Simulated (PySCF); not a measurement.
## Mg (magnesium, neutral) across methods

[Ne] 3s2, closed-shell 1S. Computed with PySCF 2.14 in aug-cc-pVTZ (6s5p3d2f, 50 functions), with no relativity, point nucleus.

| method | E (hartree) | mean ε 2s (eV) | mean ε 2p (eV) | mean ε 3s (eV) | Σ⟨r²⟩ (bohr²) | ⟨S²⟩ |
| --- | --- | --- | --- | --- | --- | --- |
| r2SCAN | -200.0396 | -82.896 | -48.370 | -4.815 | 28.57 | 0.000 |
| PBE | -199.9488 | -79.754 | -46.888 | -4.698 | 28.32 | 0.000 |
| TPSS | -200.0874 | -81.015 | -47.303 | -4.752 | 28.56 | 0.000 |
| wB97X-V | -200.0338 | -87.586 | -53.150 | -7.284 | 28.43 | 0.000 |
| LDA | -199.1291 | -79.165 | -46.970 | -4.774 | 28.08 | 0.000 |
| B3LYP | -200.0977 | -84.426 | -50.244 | -5.295 | 28.16 | 0.000 |
| PBE0 | -199.9668 | -85.714 | -50.928 | -5.425 | 28.38 | 0.000 |
| UHF | -199.61335 | -102.52 | -62.100 | -6.886 | 29.62 | 0.000 |

Question: Estimate the same row for MN15.

Answer: E (hartree) = -199.9812; mean ε 2s (eV) = -83.710; mean ε 2p (eV) = -52.310; mean ε 3s (eV) = -5.689; Σ⟨r²⟩ (bohr²) = 29.17; ⟨S²⟩ = 0.000.
